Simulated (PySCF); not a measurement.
Calculation: PySCF 2.14.0 with PBE-D3(BJ)/def2-TZVP // B3LYP-D3(BJ)/def2-TZVP. All species are isolated molecules in the gas phase. 

Reference species (SMILES): `[F][GaH][F]` (neutral, multiplicity 1).

| Item | Result |
|---|---|
| dipole moment | 2.43 D |

Changed species: `[F][GaH2]` (whole molecule; the reference has whole molecule).

### Question
Give the shifts of the dipole moment.

### Answer
the dipole moment decreases by 0.30 D, to 2.13 D.
